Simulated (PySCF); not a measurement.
In(H)3, H3In, SMILES [InH3], singlet (B3LYP/def2-SVP optimised geometry):

```
4

In    -0.435     0.000     0.000
H     -1.305     1.507     0.000
H     -1.305    -1.507     0.000
H      1.305     0.000     0.000
```

Method: B3LYP/def2-TZVP, def2 effective core potentials past Kr (PySCF).

**Question.** What are the frontier orbital energies and the dipole moment?

**Answer.** HOMO-2 -11.77 eV, HOMO-1 -7.99 eV, HOMO -7.99 eV, LUMO -2.21 eV, LUMO+1 0.06 eV; dipole moment 0.00 D.

On the same geometry PBE/def2-TZVP, def2 effective core potentials past Kr (PySCF) gives HOMO-2 -10.60 eV, HOMO-1 -6.99 eV, HOMO -6.99 eV, LUMO -2.65 eV, LUMO+1 -0.51 eV; dipole moment 0.00 D.
